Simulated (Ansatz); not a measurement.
Relaxation of CH$_{5}$FOSSiTe (11 atoms, charge 0, multiplicity 1), to a largest force component of 0.015 eV/Å in at most 40 steps.

Method: Ansatz 0.2.0, RKS B3LYP-D4/def2-SVP.

```xyz
11
Properties=species:S:1:pos:R:3
O -2.635 -0.896 0.100
Si -1.032 -0.516 -0.212
Te 0.398 -2.513 0.247
S -0.739 0.134 -2.281
C 0.857 0.823 -2.034
F 0.777 1.940 -1.249
H -2.680 -1.175 1.027
H -0.618 0.591 0.674
H 1.808 -1.439 0.291
H 1.229 1.157 -3.053
H 1.530 0.102 -1.620
```

Question: Where does it end, and by what steps?

Answer: The run converged. After 14 steps the energy has fallen by 0.411 eV; H9 moved furthest, 0.88 Å.

```json
{"step": "0", "energy less start (eV)": "0.0000", "largest force component (eV/Å)": "1.747", "accepted": "yes"}
{"step": "1", "energy less start (eV)": "-0.1613", "largest force component (eV/Å)": "1.638", "accepted": "yes"}
{"step": "2", "energy less start (eV)": "-0.2808", "largest force component (eV/Å)": "0.539", "accepted": "yes"}
{"step": "3", "energy less start (eV)": "-0.2981", "largest force component (eV/Å)": "0.374", "accepted": "yes"}
{"step": "4", "energy less start (eV)": "-0.3186", "largest force component (eV/Å)": "0.369", "accepted": "yes"}
{"step": "5", "energy less start (eV)": "-0.3343", "largest force component (eV/Å)": "0.260", "accepted": "yes"}
{"step": "6", "energy less start (eV)": "-0.3589", "largest force component (eV/Å)": "0.397", "accepted": "yes"}
{"step": "7", "energy less start (eV)": "-0.3729", "largest force component (eV/Å)": "0.436", "accepted": "yes"}
{"step": "8", "energy less start (eV)": "-0.3743", "largest force component (eV/Å)": "0.750", "accepted": "yes"}
{"step": "9", "energy less start (eV)": "-0.4024", "largest force component (eV/Å)": "0.230", "accepted": "yes"}
{"step": "10", "energy less start (eV)": "-0.4054", "largest force component (eV/Å)": "0.162", "accepted": "yes"}
{"step": "11", "energy less start (eV)": "-0.4091", "largest force component (eV/Å)": "0.131", "accepted": "yes"}
{"step": "12", "energy less start (eV)": "-0.4097", "largest force component (eV/Å)": "0.052", "accepted": "yes"}
{"step": "13", "energy less start (eV)": "-0.4103", "largest force component (eV/Å)": "0.031", "accepted": "yes"}
{"step": "14", "energy less start (eV)": "-0.4106", "largest force component (eV/Å)": "0.015", "accepted": "yes"}
```

```xyz
11
Properties=species:S:1:pos:R:3
O -2.532 -0.994 -0.050
Si -0.983 -0.395 -0.112
Te 0.719 -2.266 0.079
S -0.963 0.542 -2.051
C 0.836 0.809 -2.234
F 1.352 1.583 -1.225
H -2.800 -1.424 0.771
H -0.693 0.552 0.999
H 1.630 -1.362 1.150
H 0.967 1.323 -3.200
H 1.361 -0.159 -2.238
```

Whether the end is a true minimum wasn't checked by a vibrational analysis.

Time of the run: 83 s on 2 threads of AMD EPYC 7B13 (Zen 3), with other jobs on the host, peak memory 0.38 GiB.
